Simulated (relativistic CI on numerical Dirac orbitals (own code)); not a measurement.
V²⁺: L2,3 absorption edge

Computed with this model: Dirac-Coulomb-Breit CI, separate exchange-only KLI orbitals for each configuration, model QED (radiative potential, 1s self-energy scaled to tabulated hydrogen-like ionisation energies), valence Slater integrals scaled by 0.8, multiplet model of core-to-valence dipole absorption; configurations [Ar] 3d3 → [He] 2s2 2p5 3s2 3p6 3d4; 300 K; Lorentzian 0.4 eV and Gaussian 0.3 eV FWHM. Energies are those of the free ion, without screening or charge transfer. The branching ratio is the share of the lower-energy edge in the whole absorption, uncertain by about 0.02 where the edges overlap. S is read from ⟨S²⟩ = S(S + 1).

Field parameters in Wybourne normalisation: Td as Oh with Dq negative (B⁴₀ = 21Dq, B⁴₄ = √(5/14) B⁴₀). The field is a parameter set, without covalency.

free ion: ground-state S = 1.50, centroid 518.52 eV. Peaks (eV, height): 513.8 (20), 515.7 (100), 516.7 (75), 517.9 (34), 520.4 (41), 521.3 (17), 522.7 (37), 523.7 (39), 525.1 (9).

Td, 10Dq = -1450 cm⁻¹: ground-state S = 1.50, centroid 518.67 eV. Peaks (eV, height): 513.8 (18), 515.7 (100), 516.6 (74), 518.0 (31), 520.5 (41), 521.4 (24), 522.7 (40), 523.7 (43), 525.1 (8).

Td, 10Dq = -3250 cm⁻¹: ground-state S = 1.50, centroid 518.75 eV. Peaks (eV, height): 513.9 (17), 515.8 (100), 518.1 (28), 520.7 (40), 522.0 (30), 522.8 (41), 523.8 (45).

Td, 10Dq = -5050 cm⁻¹: ground-state S = 1.50, centroid 518.79 eV. Peaks (eV, height): 515.8 (100), 518.2 (27), 520.9 (38), 522.0 (34), 523.1 (44), 523.8 (45).

Td, 10Dq = -6900 cm⁻¹: ground-state S = 1.50, centroid 518.82 eV. Peaks (eV, height): 515.8 (100), 518.4 (25), 520.6 (34), 521.2 (38), 521.9 (37), 523.3 (46).

Td, 10Dq = -8700 cm⁻¹: ground-state S = 1.50, centroid 518.85 eV. Peaks (eV, height): 515.9 (100), 518.6 (21), 520.7 (33), 521.5 (41), 523.4 (46).

Strongest unbroadened transitions for Td, 10Dq = -8700 cm⁻¹:

| Energy (eV) | Relative strength |
| --- | --- |
| 515.67 | 79.0 |
| 515.72 | 81.3 |
| 515.74 | 61.1 |
| 515.86 | 100.0 |
| 516.02 | 41.8 |
| 516.07 | 36.1 |
| 516.27 | 45.0 |
| 516.31 | 42.4 |
| 516.35 | 70.5 |
| 516.54 | 35.1 |
| 516.77 | 62.0 |
| 517.16 | 40.0 |
| 517.46 | 49.5 |
| 520.61 | 55.6 |
| 521.95 | 65.5 |
| 522.92 | 45.3 |
| 523.61 | 48.4 |
| 524.10 | 43.1 |
